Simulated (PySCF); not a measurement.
Diatomics of B with the 4d metals

PBE with triple-zeta basis sets in PySCF, for the lowest determinant that a PBE0 search found; no spin–orbit coupling. De refers to high-spin ground-configuration atoms. A positive dipole means M(−)B(+).

| M | basis | state (unpaired electrons) | Re (Å) | ωe (cm⁻¹) | De (eV) | μ (D) |
| --- | --- | --- | --- | --- | --- | --- |
| Y | def2-TZVPP | quintet (σ ↑↑, π ↑↑) | 2.235 | 564 | 2.78 | -4.52 |
| Zr | x2c-TZVPPall | sextet (σ ↑↑, π ↑↑, δ ↑) | 2.167 | 592 | n/a | -3.21 |
| Nb | def2-TZVPP | septet (σ ↑↑, π ↑↑, δ ↑↑) | 2.119 | 613 | 3.51 | -2.32 |
| Rh | x2c-TZVPPall | singlet (closed shell) | 1.695 | 944 | 6.01 | -2.91 |
| Pd | def2-TZVPP | doublet (σ ↑) | 1.777 | 784 | 4.61 | -1.24 |
| Ag | x2c-TZVPPall | singlet (closed shell) | 2.049 | 481 | 2.29 | -1.06 |
| Cd | def2-TZVPP | doublet (π ↑) | 2.373 | 297 | 0.61 | -1.87 |

The shortest bond is that of BRh (1.695 Å), the longest that of CdB (2.373 Å).

The rows differ in basis set, which adds steps of its own.

The state changes along the series, so neighbouring rows are not always alike in their bonding.

De is left out where the level can put another filling of the metal’s s and d shells below the measured ground configuration, by anything from nothing to about 1 eV. The metal atom is held in its measured ground configuration; semilocal functionals can put another filling of s and d lower by some tenths of an eV, and De to that atom would be smaller. Spin–orbit coupling is left out. States were picked by a PBE0 search and need not be the measured ground states.
